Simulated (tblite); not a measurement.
All values are computed: GFN2-xTB (tblite) harmonic vibrations without scaling, gas phase. Against measured fundamentals such values can be off by several per cent, at times by over 20. Modes of hydrogen on silicon can be 10 to 20 % off. One conformer each. Thermal functions are those of the rigid rotor and harmonic oscillator, without mixing of conformers.

Question: Order these by their zero-point energy, highest first (kcal/mol).
A. `C=C[C@@]1(C#N)CC[SiH2]OC1`
B. `CC(=O)C1=C/C(=C/c2cccs2)C=C1`
C. `CCO[Si@@H](O)O[C@@H]1C[C@@H]1F`
D. `ClC1=CSC=N1`
E. `CO[C@@H]1O[SiH2]O[C@]1(C)CF`
F. `C([Si@]1(F)OCOCOC1)C`

Answer: B (111.8), F (102.6), A (101.8), C (100.2), E (99.6), D (27.8).

| SMILES | atoms | mass (u) | symmetry number | modes under 300 cm⁻¹ | ZPE (kcal/mol) | S translation (cal/(mol K)) | S rotation | S vibration | S | Cp |
| --- | --- | --- | --- | --- | --- | --- | --- | --- | --- | --- |
| CC(=O)C1=C/C(=C/c2cccs2)C=C1 | 24 | 202.05 | 1 | 10 | 111.8 | 41.8 | 32.1 | 42.5 | 116.5 | 51.2 |
| CC[Si@@]1(F)COCOCO1 | 21 | 166.05 | 1 | 11 | 102.6 | 41.3 | 29.9 | 35.5 | 106.7 | 43.1 |
| C=C[C@@]1(C#N)CC[SiH2]OC1 | 21 | 153.06 | 1 | 8 | 101.8 | 41.0 | 29.8 | 30.2 | 101.1 | 43.5 |
| CCO[Si@@H](O)O[C@@H]1C[C@@H]1F | 21 | 166.05 | 1 | 10 | 100.2 | 41.3 | 30.2 | 40.2 | 111.6 | 45.7 |
| CO[C@@H]1O[SiH2]O[C@]1(C)CF | 21 | 166.05 | 1 | 8 | 99.6 | 41.3 | 29.9 | 33.9 | 105.0 | 44.4 |
| Clc1cscn1 | 8 | 118.96 | 1 | 2 | 27.8 | 40.3 | 27.4 | 7.4 | 75.1 | 20.3 |

Entropies and Cp are for 298.15 K and 1 bar.
